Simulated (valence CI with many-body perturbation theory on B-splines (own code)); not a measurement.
## Os69+: electric-dipole lines

Calculated by valence CI with perturbative core correlation (CI+MBPT): five valence electrons over a frozen Dirac-Fock core [He], a basis of 11 s, 11 p, 10 d, 8 f, 5 g, 2 h functions for each j, with the one-electron correlation potential Σ1, the two-electron term Σ2, the three-electron term Σ3, Breit, model QED; selected CI, second order for the rest, scaled by the run's own slope (own B-spline code, finite nucleus).

The last digits are not significant, and no measured levels were compared; by estimate large intervals hold to a few tenths of a per cent, small ones and those within an open d or f shell to about a per cent. Among the levels kept, up to 7600 cm⁻¹ of a level comes from second order outside the variational space, and about a tenth of that is noise between levels of different J, which matters for small intervals.

Lines 51 to 100 of 600 in falling wavelength, among levels below 112230 × 10³ cm⁻¹, chosen from the strongest by gf and those to the six lowest levels. Wavelengths and rates use the calculated energies. Electric multipoles are in the length gauge, E1 and E2 with the static RPA response of the core. Weak lines are less certain than strong ones. Lines between different terms over intervals too small for the method are left out, as are lines whose strength nearly cancels. The highest levels of a list are the least certain.

Levels are named by their leading jj configuration (3d3/2^4 stands for four electrons in 3d with j = 3/2), which in mixed levels can hold well under half, so a name can repeat and another be missing. Letters in brackets count levels of one name in rising energy.

```
λ vac (Å)                               Upper                               Lower   A (s⁻¹)  S (a.u.)
    31.50          (2s 2p1/2^2 2p3/2^2) J=1/2          (2s^2 2p1/2 2p3/2^2) J=1/2  7.64e+10  2.36e-03
    27.92       (2p1/2^2 2p3/2^2 3p3/2) J=7/2      (2s 2p1/2 2p3/2^2 3p3/2) J=9/2  1.19e+11  1.03e-02
    27.55          (2s 2p1/2^2 2p3/2^2) J=3/2          (2s^2 2p1/2 2p3/2^2) J=5/2  8.85e+10  3.66e-03
    26.21          (2s 2p1/2^2 2p3/2^2) J=3/2          (2s^2 2p1/2 2p3/2^2) J=3/2  2.80e+10  9.96e-04
    22.67  (2s 2p1/2 2p3/2^2 3d3/2) J=7/2 [b]  (2s 2p1/2 2p3/2^2 3p1/2) J=5/2 [b]  5.08e+11  2.33e-02
    22.65  (2s 2p1/2 2p3/2^2 3d3/2) J=3/2 [e]  (2s 2p1/2 2p3/2^2 3p1/2) J=3/2 [d]  3.29e+11  7.55e-03
    22.64  (2s^2 2p1/2 2p3/2 3d3/2) J=5/2 [b]  (2s^2 2p1/2 2p3/2 3p1/2) J=3/2 [b]  6.57e+11  2.26e-02
    22.62  (2s 2p1/2 2p3/2^2 3p3/2) J=3/2 [a]     (2s 2p1/2 2p3/2^2 3s) J=5/2 [b]  3.20e+11  7.31e-03
    22.57  (2s 2p1/2 2p3/2^2 3d3/2) J=5/2 [f]  (2s 2p1/2 2p3/2^2 3p1/2) J=3/2 [d]  6.01e+11  2.05e-02
    22.50  (2s 2p1/2 2p3/2^2 3p3/2) J=5/2 [a]     (2s 2p1/2 2p3/2^2 3s) J=3/2 [a]  7.06e+11  2.38e-02
    22.47  (2s 2p1/2 2p3/2^2 3d3/2) J=5/2 [b]  (2s 2p1/2 2p3/2^2 3p1/2) J=5/2 [b]  8.32e+11  2.79e-02
    22.42  (2s 2p1/2 2p3/2^2 3p3/2) J=7/2 [b]     (2s 2p1/2 2p3/2^2 3s) J=5/2 [b]  6.72e+11  2.99e-02
    22.40  (2s^2 2p1/2 2p3/2 3d3/2) J=3/2 [b]  (2s^2 2p1/2 2p3/2 3p1/2) J=3/2 [b]  7.54e+11  1.67e-02
    22.36  (2s 2p1/2 2p3/2^2 3d3/2) J=3/2 [f]  (2s 2p1/2 2p3/2^2 3p1/2) J=3/2 [d]  4.24e+11  9.37e-03
    22.19  (2s 2p1/2 2p3/2^2 3p3/2) J=3/2 [e]     (2s 2p1/2 2p3/2^2 3s) J=1/2 [c]  7.23e+11  1.56e-02
    22.18  (2s 2p1/2 2p3/2^2 3d3/2) J=3/2 [b]  (2s 2p1/2 2p3/2^2 3p1/2) J=5/2 [b]  1.14e+12  2.45e-02
    22.16  (2s^2 2p1/2 2p3/2 3d3/2) J=5/2 [a]      (2s^2 2p1/2 2p3/2 3p1/2) J=5/2  2.17e+11  7.01e-03
    22.15  (2s 2p1/2 2p3/2^2 3d3/2) J=1/2 [e]  (2s 2p1/2 2p3/2^2 3p1/2) J=1/2 [c]  7.56e+11  8.12e-03
    22.15  (2s 2p1/2 2p3/2^2 3p3/2) J=1/2 [a]     (2s 2p1/2 2p3/2^2 3s) J=3/2 [a]  1.65e+12  1.77e-02
    22.07  (2s^2 2p1/2 2p3/2 3p3/2) J=3/2 [a]     (2s^2 2p1/2 2p3/2 3s) J=3/2 [b]  7.29e+11  1.55e-02
    22.06  (2s 2p1/2^2 2p3/2 3p3/2) J=3/2 [a]     (2s 2p1/2^2 2p3/2 3s) J=3/2 [a]  1.31e+12  2.78e-02
    22.02  (2s 2p1/2 2p3/2^2 3p3/2) J=1/2 [c]     (2s 2p1/2 2p3/2^2 3s) J=1/2 [c]  1.46e+12  1.54e-02
    22.00       (2p1/2^2 2p3/2^2 3p3/2) J=5/2          (2p1/2^2 2p3/2^2 3s) J=3/2  7.25e+11  2.28e-02
    21.99  (2s^2 2p1/2 2p3/2 3d3/2) J=1/2 [b]  (2s^2 2p1/2 2p3/2 3p1/2) J=3/2 [b]  9.59e+11  1.01e-02
    21.99  (2s 2p1/2 2p3/2^2 3p3/2) J=5/2 [c]     (2s 2p1/2 2p3/2^2 3s) J=3/2 [d]  4.54e+11  1.43e-02
    21.95       (2p1/2^2 2p3/2^2 3p3/2) J=1/2          (2p1/2^2 2p3/2^2 3s) J=3/2  1.48e+12  1.55e-02
    21.93  (2s 2p1/2 2p3/2^2 3p3/2) J=7/2 [c]     (2s 2p1/2 2p3/2^2 3s) J=5/2 [c]  1.72e+12  7.16e-02
    21.93          (2s^2 2p3/2^2 3p3/2) J=5/2             (2s^2 2p3/2^2 3s) J=3/2  8.59e+11  2.68e-02
    21.92  (2s 2p1/2^2 2p3/2 3d3/2) J=3/2 [b]  (2s 2p1/2^2 2p3/2 3p1/2) J=3/2 [b]  4.72e+11  9.82e-03
    21.92  (2s 2p1/2^2 2p3/2 3d3/2) J=5/2 [a]      (2s 2p1/2^2 2p3/2 3p1/2) J=5/2  6.50e+11  2.03e-02
    21.89  (2s 2p1/2^2 2p3/2 3d3/2) J=5/2 [a]  (2s 2p1/2^2 2p3/2 3p1/2) J=3/2 [a]  5.66e+11  1.76e-02
    21.89          (2s^2 2p3/2^2 3p3/2) J=1/2             (2s^2 2p3/2^2 3s) J=3/2  1.80e+12  1.86e-02
    21.87  (2s 2p1/2^2 2p3/2 3d3/2) J=3/2 [b]      (2s 2p1/2^2 2p3/2 3p1/2) J=1/2  6.21e+11  1.28e-02
    21.86  (2s 2p1/2 2p3/2^2 3d3/2) J=5/2 [a]  (2s 2p1/2 2p3/2^2 3p1/2) J=5/2 [a]  6.74e+11  2.09e-02
    21.72  (2s 2p1/2 2p3/2^2 3d3/2) J=3/2 [c]  (2s 2p1/2 2p3/2^2 3p1/2) J=1/2 [a]  1.07e+12  2.17e-02
    21.71          (2s^2 2p3/2^2 3d3/2) J=5/2          (2s^2 2p3/2^2 3p1/2) J=5/2  6.65e+11  2.02e-02
    21.71  (2s 2p1/2 2p3/2^2 3p3/2) J=5/2 [c]     (2s 2p1/2 2p3/2^2 3s) J=3/2 [b]  1.24e+12  3.76e-02
    21.71      (2s^2 2p3/2^2 3d3/2) J=3/2 [a]          (2s^2 2p3/2^2 3p1/2) J=3/2  9.82e+11  1.99e-02
    21.71          (2s^2 2p3/2^2 3d3/2) J=7/2          (2s^2 2p3/2^2 3p1/2) J=5/2  1.26e+12  5.10e-02
    21.70  (2s 2p1/2 2p3/2^2 3p3/2) J=3/2 [d]     (2s 2p1/2 2p3/2^2 3s) J=3/2 [d]  3.15e+11  6.36e-03
    21.70  (2s 2p1/2^2 2p3/2 3p3/2) J=5/2 [b]     (2s 2p1/2^2 2p3/2 3s) J=3/2 [b]  1.64e+12  4.98e-02
    21.69  (2s^2 2p1/2 2p3/2 3d3/2) J=3/2 [a]  (2s^2 2p1/2 2p3/2 3p1/2) J=3/2 [a]  4.93e+11  9.94e-03
    21.69  (2s 2p1/2 2p3/2^2 3d3/2) J=7/2 [c]  (2s 2p1/2 2p3/2^2 3p1/2) J=5/2 [c]  1.20e+12  4.83e-02
    21.68  (2s 2p1/2^2 2p3/2 3d3/2) J=5/2 [b]  (2s 2p1/2^2 2p3/2 3p1/2) J=3/2 [b]  1.25e+12  3.78e-02
    21.67  (2s 2p1/2^2 2p3/2 3d3/2) J=3/2 [a]  (2s 2p1/2^2 2p3/2 3p1/2) J=3/2 [a]  1.00e+12  2.02e-02
    21.65  (2s^2 2p1/2 2p3/2 3d3/2) J=5/2 [a]  (2s^2 2p1/2 2p3/2 3p1/2) J=3/2 [a]  1.00e+12  3.02e-02
    21.65      (2s^2 2p3/2^2 3d3/2) J=3/2 [b]          (2s^2 2p3/2^2 3p1/2) J=1/2  1.22e+12  2.43e-02
    21.64  (2s 2p1/2 2p3/2^2 3p3/2) J=5/2 [d]     (2s 2p1/2 2p3/2^2 3s) J=5/2 [c]  3.89e+11  1.17e-02
    21.63  (2s^2 2p1/2 2p3/2 3p3/2) J=1/2 [a]         (2s^2 2p1/2 2p3/2 3s) J=1/2  1.25e+12  1.24e-02
    21.63          (2s^2 2p3/2^2 3d3/2) J=5/2          (2s^2 2p3/2^2 3p1/2) J=3/2  5.88e+11  1.76e-02
```
